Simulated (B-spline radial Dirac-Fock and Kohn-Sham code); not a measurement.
**Ta 5d3/2: cross section and angular parameters**

System: the free tantalum atom in the configuration [Xe] 4f14 5d3 6s2; threshold 6.44 eV (orbital energy of the model). The computed values come from an atomic code on a B-spline grid: Dirac-Hartree-Slater photoionisation with a Latter tail; cross sections with all multipoles, angular parameters from the dipole term and its interference with E2.

For linearly polarised light dσ/dΩ = σ/(4π) [1 + β P₂(cos θ) + (δ + γ cos²θ) sin θ cos φ], with θ from the polarisation vector and φ the angle between the beam and the projection of the electron momentum on the plane normal to the polarisation.

```csv
hν (eV),σ (kb),β,γ,δ
52.5,886,1.043,0.038,0.016
74,273,1.445,0.099,0.019
80,202,1.548,0.122,0.019
86.4,149,1.650,0.149,0.018
149,12.9,1.612,0.272,-0.012
186,6.45,0.085,-0.002,0.021
251,6.30,-0.620,-0.072,0.075
311,7.05,-0.205,0.068,0.065
502,6.53,0.599,0.182,0.019
600,5.70,0.797,0.148,0.007
708,4.82,0.945,0.100,0.001
778,4.32,1.017,0.069,-0.001
821,?,?,?,?
1253.6,2.13,1.271,-0.036,0.005
1290,2.02,1.281,-0.037,0.006
1380,1.79,1.304,-0.038,0.008
1540,1.46,1.335,-0.029,0.012
1940,0.914,1.381,0.026,0.021
2000,0.856,1.385,0.037,0.023
2050,0.811,1.388,0.047,0.024
2980,0.340,1.401,0.266,0.042
2984.4,0.339,1.401,0.267,0.043
3930,0.167,1.376,0.503,0.060
4000,0.159,1.374,0.520,0.061
5070,0.0830,1.331,0.764,0.080
5860,0.0547,1.296,0.925,0.095
6000,0.0511,1.290,0.952,0.097
7280,0.0286,1.235,1.175,0.121
12100,0.00565,1.058,1.781,0.212
15000,0.00273,0.973,2.030,0.267
```

Q: Give the values at 821 eV.

A: σ = 4.04 kb, β = 1.054, γ = 0.052, δ = -0.001.
